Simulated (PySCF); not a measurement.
How methods differ on the ionisation energy of Ca³⁺

Ca³⁺ [Ne] 3s2 3p5 (2P) → Ca⁴⁺ [Ne] 3s2 3p4 (3P), as a difference of total energies. Calculation: PySCF 2.14, in an uncontracted even-tempered set (21 s from 0.054 bohr⁻², ratio 2.5; 14 p from 0.071 bohr⁻², ratio 2.5; 5 d from 1.5 bohr⁻², ratio 2.7; 5 f from 2.3 bohr⁻², ratio 2.7); scalar relativity by spin-free X2C-1e. Correlated levels: outer shells: 1s2 frozen; virtual orbitals above 40 to 60 times the deepest correlated orbital energy dropped. The calculations carry no spin-orbit coupling.

```
                method  ionisation energy (eV)
                   UHF                  65.738
    MP2 (outer shells)                  66.581
SCS-MP2 (outer shells)                  66.565
   CCSD (outer shells)                  66.523
CCSD(T) (outer shells)                  66.532
```

**Question.** How much does correlation contribute at CCSD(T) (outer shells)?

**Answer.** 66.532 − (65.738) = 0.794 eV, measured against UHF.

The reference lies between the lowest fine-structure levels, while these numbers refer to the centres of the terms.

For comparison: 67.273 eV (semi-empirical (NIST evaluation); NIST Atomic Spectra Database, ionization energies).
